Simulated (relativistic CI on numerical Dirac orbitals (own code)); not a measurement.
**Radial parameters of Ta16+**

Calculated at this level of theory: Dirac-Coulomb-Breit CI, orbitals from a KLI potential per configuration, model QED (radiative potential, 1s self-energy scaled to tabulated hydrogen-like ionisation energies), unscaled Slater integrals (own radial code, finite nucleus).

Slater integrals F^k, G^k are unscaled and averaged over j, outside the closed core [Ar] 3d10; ζ comes from projecting the Hamiltonian with its Breit term on Σ l·s of the shell.

- 4s2.4p6.4d10.4f11: F^2(4f,4f) = 186030, F^4(4f,4f) = 119130, F^6(4f,4f) = 86428, ζ(4f) = 4946.3 cm⁻¹; <r>(4f) = 0.5409, <r^2>(4f) = 0.3457 (bohr units).
- 4s2.4p6.4d10.4f9.5s2: F^2(4f,4f) = 191960, F^4(4f,4f) = 123190, F^6(4f,4f) = 89464, ζ(4f) = 5285.7 cm⁻¹; <r>(4f) = 0.527, <r^2>(4f) = 0.3274 (bohr units).
- 4s2.4p6.4d10.4f10.5p: F^2(4f,4f) = 189150, F^4(4f,4f) = 121270, F^6(4f,4f) = 88028, ζ(4f) = 5151.3, F^2(4f,5p) = 81116, G^2(4f,5p) = 29646, G^4(4f,5p) = 26232, ζ(5p) = 84394 cm⁻¹; <r>(4f) = 0.5335, <r^2>(4f) = 0.336, <r>(5p) = 1.008, <r^2>(5p) = 1.134 (bohr units).

Averages of the first 10 configurations, taken without configuration mixing, which lowers the lowest level and can move excited configurations by several eV; other configurations of the list can lie among them:

| Configuration | Parity | States | Average energy above the lowest level (eV) |
| --- | --- | --- | --- |
| 4s2.4p6.4d10.4f11 | odd | 364 | 8.6 |
| 4s2.4p6.4d10.4f9.5s2 | odd | 2002 | 15.1 |
| 4s2.4p6.4d10.4f10.5p | odd | 6006 | 54.0 |
| 4s2.4p6.4d10.4f10.5d | even | 10010 | 116.1 |
| 4s2.4p6.4d9.4f12 | even | 910 | 223.9 |
| 4s2.4p6.4d10.4f10.6s | even | 2002 | 171.1 |
| 4s2.4p6.4d10.4f10.6p | odd | 6006 | 191.5 |
| 4s.4p6.4d10.4f12 | even | 182 | 562.3 |
| 4s2.4p4.4d10.4f13 | odd | 210 | 829.4 |
| 4s2.4p5.4d9.4f13 | even | 840 | 633.8 |
